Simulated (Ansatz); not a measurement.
Isolated molecules relaxed with PBE0-D4/def2-TZVP in Ansatz; ΔE leaves out vibrations. CCSD(T)/CBS adds triple-zeta CCSD(T) − MP2 to the extrapolated MP2 energy (def2 sets, frozen cores). This one scheme is used for every species. Functionals use def2-TZVPP. B3LYP here is the variant with VWN-RPA as its local correlation; programs differ in this. Each species was taken in one conformer, which may not be the lowest.

`O[SiH](O)O[SiH](F)F` + `C=C[SiH2]S` → `C=C[SiH2]S[SiH](F)F` + `O[SiH](O)O`  (ligand exchange at the Si–O bond)

```tsv
level	ΔE (eV)
B3LYP-D4	0.72
ωB97M-V	0.69
B2PLYP	0.78
PBE	0.58
r2SCAN	0.68
HF/def2-TZVPP	1.00
HF/def2-QZVPP	1.03
MP2/def2-QZVPP	0.69
```

Problem. What does CCSD(T)/CBS give? (An estimate is asked.)

Solution. Computed: +0.72 eV. The listed levels differ from it by 0.00, -0.03, 0.06, -0.14, -0.04, 0.28, 0.31, -0.03 eV.

Largest T1 diagnostic among the species: 0.012.

From PBE to PBE0 (25 % exact exchange), in def2-TZVPP and without D4, ΔE moves by +0.06 eV. In def2-TZVPP, CCSD(T) changes the Hartree–Fock value by −0.25 eV (the triples alone add −0.05 eV) and MP2 by −0.30 eV.
